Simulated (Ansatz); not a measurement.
Basis-set extrapolation for CAlCl2N, SMILES `N#[C][Al]([Cl])[Cl]` (PBE0-D4/def2-TZVP geometry, frozen core, Ansatz 0.2.0). Multiplicity 1, RHF reference.

```
                       def2-TZVPP    def2-QZVPP
                 HF  -1253.468676  -1253.504410
    MP2 correlation     -0.768421     -0.835868
CCSD(T) correlation     -0.840042       not run
```

Energies in hartree. Use E(X) = E(∞) + A·exp(−7.88·√X) for Hartree–Fock and E(X) = E(∞) + B·X^(−2.97) for correlation, with X = 3 and 4, and add CCSD(T) minus MP2 of the smaller set to the MP2 limit.

Q: What is the CCSD(T) energy at the basis-set limit?

A: HF limit: -1253.504410 + (-0.035734) × 0.13774 = -1253.50933. MP2 limit: -0.835868 + (-0.067447) × 0.74074 = -0.88583. Higher-order term: -0.840042 − (-0.768421) = -0.07162. Total: -1254.46678 hartree, 99.2 kcal/mol below CCSD(T)/def2-TZVPP.
